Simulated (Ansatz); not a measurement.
Ansatz (a quantum-chemistry and plane-wave program) input (LC-wPBE/def2-TZVPD):

Ansatz 0.2 input:
```yaml
crystal:
  periodic: [false, false, false]
  atoms:
    - {symbol: Si, position_ang: [-0.02644534, -0.11026537, 0.35504379]}
    - {symbol: F, position_ang: [-0.47415953, -1.35786452, -0.54370235]}
    - {symbol: O, position_ang: [-1.07779125, 1.08923669, -0.01031814]}
    - {symbol: O, position_ang: [1.48341860, 0.40279095, -0.05119216]}
    - {symbol: H, position_ang: [-0.84030714, 1.98591312, 0.24441241]}
    - {symbol: H, position_ang: [2.23295896, -0.15763847, 0.17037792]}
basis:
  gaussian:
    orbitals: def2-TZVPD
hamiltonian:
  xc: {name: LC-wPBE}
magnetization: {spin_polarized: true, initial_magnetization: 1}
output: {forces: true}
```

End of the output:

```
mean field evaluation 2: about -14712.0508 eV, gradient 5.7e1 eV
mean field evaluation 4: about -14721.3530 eV, gradient 1.1e0 eV
mean field evaluation 8: about -14721.3636 eV, gradient 5.9e-2 eV
mean field evaluation 16: about -14721.3537 eV, gradient 1.3e-4 eV
mean field -14721.35371863 eV, -540.9997706678 hartree, gradient 5.4e-5 eV, S^2 0.751742; 0 other end points of the search recorded, 0 dependent functions left out
the calculation of the forces begins
reference -14721.35371864 eV, -540.9997706682 hartree; 21, 20 occupied and 160, 161 virtual orbitals, 942 factors
Total energy: -14721.35371864 eV, -540.9997706682 hartree
Atom 0 at    -0.026445    -0.110265     0.355044 Å, force     0.021795     0.167691    -0.282140 eV/Å
Atom 1 at    -0.474160    -1.357865    -0.543702 Å, force     0.058914     0.132043     0.111613 eV/Å
Atom 2 at    -1.077791     1.089237    -0.010318 Å, force     0.222642    -0.094258     0.124672 eV/Å
Atom 3 at     1.483419     0.402791    -0.051192 Å, force    -0.185113    -0.179781     0.105181 eV/Å
Atom 4 at    -0.840307     1.985913     0.244412 Å, force    -0.038925    -0.100958    -0.037789 eV/Å
Atom 5 at     2.232959    -0.157638     0.170378 Å, force    -0.079312     0.075263    -0.021537 eV/Å
Dipole moment:     0.371911     0.203565     0.321353 e Å
```

It need not be the lowest isomer of its formula.
